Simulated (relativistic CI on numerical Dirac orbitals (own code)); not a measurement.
Radial parameters of Ce VII

Computed by Dirac-Coulomb-Breit CI, orbitals from a KLI potential per configuration, QED by a radiative potential, unscaled Slater integrals (own radial code, finite nucleus).

Slater integrals F^k, G^k are unscaled and averaged over j, outside the closed core [Kr] 4d10; ζ comes from projecting the Hamiltonian with its Breit term on Σ l·s of the shell.

- 5s²5p⁴: F^2(5p,5p) = 68165, ζ(5p) = 18950 cm⁻¹; <r>(5p) = 1.577, <r^2>(5p) = 2.779 (bohr units).
- 5s²5p³4f: F^2(5p,5p) = 67218, ζ(5p) = 18135, F^2(5p,4f) = 54864, G^2(5p,4f) = 29109, G^4(5p,4f) = 22909, ζ(4f) = 632.95 cm⁻¹; <r>(5p) = 1.6, <r^2>(5p) = 2.861, <r>(4f) = 0.9631, <r^2>(4f) = 1.141 (bohr units).
- 5s5p⁵: G^1(5s,5p) = 89161, ζ(5p) = 18815 cm⁻¹; <r>(5s) = 1.421, <r^2>(5s) = 2.253, <r>(5p) = 1.575, <r^2>(5p) = 2.774 (bohr units).

Averages of the first 10 configurations, taken without configuration mixing, which lowers the lowest level and can move excited configurations by several eV; other configurations of the list can lie among them:

```csv
Configuration,Parity,States,Average energy above the lowest level (eV)
5s²5p⁴,even,15,4.1
5s²5p³4f,even,280,16.2
5s5p⁵,odd,12,26.8
5s²5p³5d,odd,200,32.5
5p⁶,even,1,52.6
5s²5p²4f5d,odd,2100,44.1
5s5p⁴5d,even,300,54.1
5s5p⁴4f,odd,420,37.2
5s²5p³5f,even,280,58.5
5s5p³4f²,odd,3640,50.9
```
